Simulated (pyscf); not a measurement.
## H₃C–Si(CH₃)(OH)–OH, singlet

Gas-phase minimum from PySCF at ωB97X-D3(BJ)/def2-SVP, one conformer. 

```xyz
13

C     -1.1723    -1.7949    -1.1400
Si    -0.1463    -0.3473    -0.5351
C      0.6165    -0.6549     1.1290
O     -1.0974     1.0142    -0.3548
O      1.0704    -0.0534    -1.6487
H     -1.6322    -1.5937    -2.1224
H     -1.9898    -2.0086    -0.4326
H     -0.5605    -2.7073    -1.2336
H     -0.1599    -0.7373     1.9060
H      1.2839     0.1777     1.4014
H      1.2084    -1.5838     1.1277
H     -1.3794     1.4583    -1.1599
H      0.9575    -0.4430    -2.5202
```
Charge 0, spin multiplicity 1.

Bonds (Å): C1–Si2 1.875, C1–H6 1.103, C1–H7 1.102, C1–H8 1.103, Si2–C3 1.856, Si2–O4 1.670, Si2–O5 1.675, C3–H9 1.101, C3–H10 1.101, C3–H11 1.101, O4–H12 0.962, O5–H13 0.961. Angles (°): Si2–C1–H6 112.0, Si2–C1–H7 110.4, Si2–C1–H8 111.3, H6–C1–H7 107.3, H6–C1–H8 107.9, H7–C1–H8 107.8, C1–Si2–C3 112.7, C1–Si2–O4 110.6, C1–Si2–O5 108.6, C3–Si2–O4 105.8, C3–Si2–O5 109.1, O4–Si2–O5 110.0, Si2–C3–H9 110.8, Si2–C3–H10 110.2 (the first ones only).

Properties at ωB97X-D3(BJ)/def2-SVP:

```
Quantity                                                                                                                                                                                                                                                                                              Result
---------------------------------------------------------------------------------------------------------------------  -------------------------------------------------------------------------------------------------------------------------------------------------------------------------------------
Harmonic wavenumbers, unscaled                                                                                         59, 126, 159, 169, 211, 228, 257, 309, 340, 647, 691, 725, 751, 790, 798, 812, 866, 927, 953, 1289, 1292, 1436, 1437, 1446, 1448, 3061, 3072, 3156, 3166, 3175, 3178, 3946, 3950 cm⁻¹
Zero-point energy                                                                                                                                                                                                                                                                              64.1 kcal/mol
Rotational symmetry number                                                                                                                                                                                                                                                                                 1
Entropy of this conformer at 298 K and 1 atm, rigid rotor and harmonic oscillator, modes under 100 cm⁻¹ raised to 100                                                                                                                                                                        368.0 J/(mol K)
Dipole moment                                                                                                                                                                                                                                                                                         2.32 D
```

Single-point totals, which compare only within one level:

```
level                   total energy (hartree)
----------------------  ----------------------
ωB97X-D3(BJ)/def2-TZVP              -521.30951
PBE/def2-TZVP                       -520.77715
r²SCAN/def2-TZVP                    -521.05885
B3LYP-D3(BJ)/def2-TZVP              -521.25188
PBE0-D3(BJ)/def2-TZVP               -520.83168
M06-2X/def2-TZVP                    -521.08976
ωB97M-D3(BJ)/def2-TZVP              -521.30517
```

Soft torsions are taken as harmonic, which can shift the entropy by several J/(mol K).
